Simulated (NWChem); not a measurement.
Molecule: BeHSeBr; SMILES [SeH][Be][Br]

```xyz
4

Be    -0.0054     0.0475     0.0028
Br    -0.0997    -1.9110     0.0033
Se     0.1280     2.0711     0.0023
H     -1.3432     2.1721    -0.0036
```
Atoms are numbered in this order, from 1.

Results from NWChem. Coordinates come from a PBE0/def2-SVP optimisation. GIAO values for the isolated, static molecule; σ is the absolute isotropic shielding, δ = σ(reference) − σ with the isolated reference molecule computed at the same levels (1H: tetramethylsilane). Spin-orbit effects, on the heavy nuclei and on their neighbours, are missing.

Task: Estimate the computed values for PBE0/pcSseg-1. Quantities: σ Be1 (ppm); σ Br2 (ppm); σ Se3 (ppm); δ H4 (ppm).

Result: 
```json
{
 "σ Be1 (ppm)": "85.5",
 "σ Br2 (ppm)": "2603.1",
 "σ Se3 (ppm)": "2249.3",
 "δ H4 (ppm)": "0.48"
}
```
